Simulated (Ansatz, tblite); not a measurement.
Cost and result up the ladder for the cluster MoO3⁻ (the lowest doublet isomer of a short search) (4 atoms). Charge -1, multiplicity 2. Geometry: r2SCAN-D4/def2-TZVPD.

```xyz
4

Mo   -0.1733   -0.1244   -0.2062
O    -1.0124    1.3501    0.1788
O    -0.1549   -1.3126    1.0643
O     1.3405    0.0869   -1.0369
```

Ansatz on 4 threads of Arm Neoverse V2 on a shared host; xTB runs through tblite on one thread. Times are rough, summed over both states, and most runs start from the orbitals of an earlier one. PBE0-D4/def2-TZVPD serves as the yardstick here, not as an exact answer. The other state is a singlet.

In the def2 sets Mo takes a core potential; there is no spin–orbit coupling. The xTB rows come from tblite. The structure comes from a short search, and lower isomers may exist.

Raw xTB energies of ions are shifted by several eV, and xTB has no spin-polarisation term.

```tsv
level	functions	wall time	vertical IE (eV)	difference from PBE0-D4/def2-TZVPD (eV)
GFN1-xTB	21	0.004 s	7.55	4.16
GFN2-xTB	21	0.004 s	9.00	5.61
PBE-D4/def2-TZVPD	160	2.8 s	3.07	-0.32
PBE0-D4/def2-TZVPD (with forces)	160	3.7 s	3.39	0.00
r2SCAN-D4/def2-TZVPD	160	5.7 s	3.25	-0.14
```
